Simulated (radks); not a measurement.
Problem. All-electron atom: Pm10+ in [Kr] 4d10 4f3 5s2. Method: non-relativistic Kohn-Sham, TPSS, spin-polarised, spherical densities, point nucleus; open shells are filled with parallel spins first (spin-orbit coupling, left out, can overturn this in heavy ions); meta-GGA in the generalised Kohn-Sham scheme; relativity is left out, which matters for an element this heavy; computed with a radial shooting solver on a logarithmic mesh with Libxc functionals. Some entries of the table are withheld. Estimate them.

orbital,occ.,eigenvalue (Ry),<r^2> (bohr^2)
1s down,1,-3143.584,0.0008270
1s up,1,-3143.584,0.0008270
2s up,1,-504.7919,0.01323
2s down,1,-504.7915,0.01323
2p down,3,-479.3222,0.009866
2p up,3,-479.3222,0.009866
3s up,1,-119.3171,0.08663
3s down,1,-119.2233,0.08653
3p up,3,-108.1409,0.08158
3p down,3,-108.0513,0.08147
3d up,5,-87.40039,0.06600
3d down,5,-87.32892,0.06588
4s up,1,-32.86959,0.4333
4s down,1,-32.64823,0.4334
4p up,3,-28.56663,0.4577
4p down,3,-28.34089,0.4580
4d up,5,-20.95596,0.5179
4d down,5,-20.72351,0.5190
5s up,1,(1),(2)
5s down,1,(3),(4)
4f up,3,-11.73523,0.7028
4f down,0,-11.50112,0.7136
5p up,0,-11.14850,2.149
5p down,0,-11.02783,2.178
6s up,0,-6.73863,5.961
6s down,0,-6.69457,6.022

Solution. 
(1) 5s up eigenvalue (Ry): -12.60772
(2) 5s up <r^2> (bohr^2): 1.907
(3) 5s down eigenvalue (Ry): -12.47145
(4) 5s down <r^2> (bohr^2): 1.931
